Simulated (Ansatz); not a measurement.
Geometry optimisation, RKS B3LYP-D4/def2-SVP in Ansatz 0.2.0.

The input (input.yaml):

```yaml
crystal:
  periodic: [false, false, false]
  atoms:
    - { symbol: Mg, position_ang: [-1.3823, 0.6053, -1.4995] }
    - { symbol: O, position_ang: [0.71, 0.0662, -0.4173] }
    - { symbol: C, position_ang: [1.0149, -0.7577, 0.6658] }
    - { symbol: Cl, position_ang: [-3.3292, -0.186, -1.806] }
    - { symbol: H, position_ang: [0.2173, 1.1573, 0.013] }
    - { symbol: F, position_ang: [-0.5811, 2.0469, 0.1698] }
    - { symbol: H, position_ang: [1.9288, -0.3751, 1.1441] }
    - { symbol: H, position_ang: [0.2119, -0.7806, 1.4151] }
    - { symbol: H, position_ang: [1.2097, -1.7763, 0.315] }
basis:
  gaussian: { orbitals: def2-SVP }
hamiltonian:
  xc: b3lyp
  dispersion: d4
relax:
  f_tol: 0.15
  max_steps: 25
  restrain:
    - { distance: [0, 5], at: 1.98, k: 30.0 }
    - { distance: [4, 1], at: 0.97, k: 30.0 }
    - { distance: [0, 1], at: 3.37, k: 30.0 }
    - { distance: [4, 5], at: 2.18, k: 30.0 }
```

Launched with:

```bash
$ ansatz run input.yaml --threads 2 --pin off --max-ram 3072MiB --backend cpu --events-out ev --progress --plain --runs-dir out
```

Task: Where does it end, and by what steps?

Result: The run converged. The restraints hold the end off the free minimum. After 8 steps the energy has fallen by 0.884 eV (the restraints' own energy left out); Mg1 moved furthest, 0.89 Å. Joined: O2–H5 (1.27 → 0.97 Å).

```
step  energy less start (eV)  largest force component (eV/Å)  accepted
   0                  0.0000                           2.802       yes
   1                  0.2497                           4.178       yes
   2                  0.0559                           3.413       yes
   3                 -0.2839                           2.790       yes
   4                 -0.7332                           1.899       yes
   5                 -0.8446                           1.512       yes
   6                 -0.8804                           1.663       yes
   7                 -0.8790                           1.516       yes
   8                 -0.8840                           1.639       yes
```

```xyz
9
Properties=species:S:1:pos:R:3
Mg -2.116 1.025 -1.217
O 0.951 -0.025 -0.349
C 1.203 -0.810 0.796
Cl -3.659 -0.116 -2.268
H 0.761 0.885 -0.069
F -0.978 2.186 -0.211
H 2.090 -0.459 1.358
H 0.348 -0.846 1.498
H 1.400 -1.840 0.461
```

Time of the run: 18 s on 2 threads of Intel(R) Xeon(R) Platinum 8488C (Sapphire Rapids), with other jobs on the host, peak memory 0.22 GiB.
